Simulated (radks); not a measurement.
Bi39+, 44 electrons, occupied as [Kr] 4d8 (the NIST ground configuration). Method: non-relativistic Kohn-Sham, LDA (Slater exchange, Perdew-Wang correlation), spin-unpolarised, spherical densities, point nucleus; relativity is left out, which matters for an element this heavy; computed with a radial shooting solver on a logarithmic mesh with Libxc functionals.

Radial electron density D(r) = 4 pi r^2 rho(r):

| r (bohr) | D(r) (e/bohr) |
|---|---|
| 0.001703 | 11.29 |
| 0.0022 | 17.35 |
| 0.002865 | 26.35 |
| 0.003701 | 38.29 |
| 0.004781 | 53.47 |
| 0.006176 | 70.96 |
| 0.008042 | 88.86 |
| 0.01039 | 102.0 |
| 0.01342 | 107.3 |
| 0.01733 | 104.1 |
| 0.02257 | 99.02 |
| 0.02916 | 104.3 |
| 0.03766 | 124.9 |
| 0.04865 | 147.4 |
| 0.06335 | 148.5 |
| 0.08183 | 130.8 |
| 0.1057 | 127.5 |
| 0.1365 | 138.3 |
| 0.1778 | 113.4 |
| 0.2297 | 66.68 |
| 0.2967 | 58.85 |
| 0.3832 | 59.89 |
| 0.499 | 29.41 |
| 0.6446 | 5.749 |
| 0.8327 | 0.3716 |
| 1.076 | 0.006185 |

D(r) has 4 maxima, at r = 0.0136, 0.0562, 0.138, 0.345 bohr, and minima at 0.0235, 0.0960, 0.270 bohr, inside which lie 1.92, 11.57, 29.21 electrons.
